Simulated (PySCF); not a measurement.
F3Sc, SMILES [F][Sc-]([F])[F] (connectivity only; charge and spin as stated), charge -1, multiplicity 2.

Coordinates come from a B3LYP-D3(BJ)/def2-SVPD optimisation. The geometry has at least one imaginary mode, so it is a saddle point at that level. The spin state was assumed, not searched.

Two levels are set side by side: PBE/def2-TZVPD (PySCF) and CAM-B3LYP/def2-TZVPD (PySCF). Same geometry, gas phase. Differences are taken from unrounded values.

```json
[
 {"quantity": "α-spin orbital gap (eV)", "CAM-B3LYP": "4.03", "PBE": "1.28", "PBE minus CAM-B3LYP": "-2.75"},
 {"quantity": "β-spin orbital gap (eV)", "CAM-B3LYP": "10.62", "PBE": "6.02", "PBE minus CAM-B3LYP": "-4.60"},
 {"quantity": "mean polarisability (bohr³)", "CAM-B3LYP": "103.9", "PBE": "153.8", "PBE minus CAM-B3LYP": "50.0"}
]
```

PBE's more diffuse valence density responds more strongly to a field. Differences between two approximate levels are no errors against the true value.

Rough cost on one machine, each run with all the roots and properties that it gave: CAM-B3LYP against PBE within a factor of 2.
